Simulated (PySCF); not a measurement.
Cost of excited-state runs on SMILES [H]/N=C(\C#C)CC(C)(C)C, C$_{8}$H$_{13}$N

Geometry (Å), atoms numbered from 1 in this order:
```xyz
22

C     3.2165   -0.3163    1.4132
C     2.4282   -0.3939    0.5095
C     1.5898   -0.4363   -0.6472
N     1.9269    0.0289   -1.7745
C     0.2457   -1.0800   -0.4815
C    -0.8522   -0.0906   -0.0266
C    -1.0933    0.9488   -1.1209
C    -0.4458    0.6071    1.2726
C    -2.1382   -0.8865    0.2104
H     3.8743   -0.2604    2.2300
H     2.8505    0.4561   -1.8086
H    -0.0461   -1.4941   -1.4476
H     0.3238   -1.8872    0.2502
H    -0.1716    1.4688   -1.3686
H    -1.4617    0.4709   -2.0254
H    -1.8283    1.6808   -0.7930
H    -0.2169   -0.1207    2.0486
H     0.4306    1.2332    1.1225
H    -1.2579    1.2392    1.6260
H    -2.0014   -1.6165    1.0055
H    -2.9472   -0.2186    0.4976
H    -2.4362   -1.4143   -0.6927
```

PySCF with density fitting, on 1 thread of an Arm Neoverse V1, shared host. Command: `OMP_NUM_THREADS=1 python excited_run.py task.json out`

(1) How long does this run take, and how much memory?
- vibronic structure, B3LYP/6-31G*; Tamm-Dancoff

Results:

(1) 
| run | level | basis functions | wall time | peak memory (GiB) |
| --- | --- | --- | --- | --- |
| vibronic structure | B3LYP/6-31G* | 152 | 33 s | 0.86 |

Times from a shared host are rough.
